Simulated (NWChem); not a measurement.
System: ZrSCl2; SMILES [S]=[Zr]([Cl])[Cl]

Results from NWChem. B3LYP is NWChem's, with the RPA form of VWN correlation. The level has its own optimisation; frequencies are unscaled.

**Question.** What does the run give for B3LYP/3-21G (all-electron, non-relativistic)? Quantities: r S–Zr (Å); r Cl–Zr (Å); highest harmonic frequency (cm⁻¹); lowest (cm⁻¹); zero-point energy (kcal/mol).

**Answer.** 
```json
{
  "r S–Zr (Å)": "2.221",
  "r Cl–Zr (Å)": "2.402",
  "highest harmonic frequency (cm⁻¹)": "529",
  "lowest (cm⁻¹)": "69",
  "zero-point energy (kcal/mol)": "2.3"
}
```
